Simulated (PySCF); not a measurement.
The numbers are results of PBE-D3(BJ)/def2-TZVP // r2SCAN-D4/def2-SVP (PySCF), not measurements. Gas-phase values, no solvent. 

Reference species: [Ti(Cl)2(H)2] (neutral, multiplicity 1).

The LUMO comes out as -4.54 eV, the coordination number comes out as 4 and the HOMO–LUMO gap comes out as 3.18 eV.

Changed species: [Ti(H)4] (4 of 4 Cl replaced by H; the reference has 2 of 4 Cl replaced by H).

Question: Give the shifts of the LUMO, coordination number and HOMO–LUMO gap.

Answer: the LUMO increases by 0.25 eV, to -4.29 eV; the coordination number hardly moves; the HOMO–LUMO gap falls by 0.04 eV, to 3.14 eV.
